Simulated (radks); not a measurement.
The numbers below are computed, except where a source is named.
Fractional charge and spin in the 4p shell of palladium: the spin-up occupation runs from 2 to 3 and the spin-down occupation from 2 to 3; the fullest corner is Pd, [Ar] 3d10 4s2 4d10 4p(up 3, down 3). Code: a radial shooting solver on a logarithmic mesh with Libxc functionals. Model: scalar-relativistic Kohn-Sham, SCAN, spin-polarised, spherical densities, finite nucleus; meta-GGA in the generalised Kohn-Sham scheme; Fermi nuclear charge, rms radius of each element as measured or else 0.836 A^(1/3) + 0.57 fm. Energy (eV) above the fullest corner. The planes named below are the two flat planes that join the four corners, with an edge along up + down = one added electron.

\begin{tabular}{lrrrrr}
down \ up & 2 & 2.25 & 2.5 & 2.75 & 3 \\ \hline
2 & 131.587 & 111.938 & 93.192 & 75.355 & 58.393 \\
2.25 & 111.938 & 93.319 & 75.585 & 58.696 & 42.668 \\
2.5 & 93.192 & 75.585 & 58.825 & 42.869 & 27.719 \\
2.75 & 75.355 & 58.696 & 42.869 & 27.820 & 13.516 \\
3 & 58.393 & 42.668 & 27.719 & 13.516 & 0.000 \\
\end{tabular}

Corners above the fullest one (they belong to Pd+ and the next ion): (up 3, down 2) 58.393 eV, (up 2, down 3) 58.393 eV, (up 2, down 2) 131.59 eV. With half an added electron in each spin the energy lies 0.431 eV from the planes, and with half an added electron in spin up alone -1.798 eV. The planes are only a guide here: the flat-plane condition holds for ground states with one frontier orbital, while this shell lies below other occupied shells, so the corners above the fullest one are inner-hole states and not the ground states of those ions.
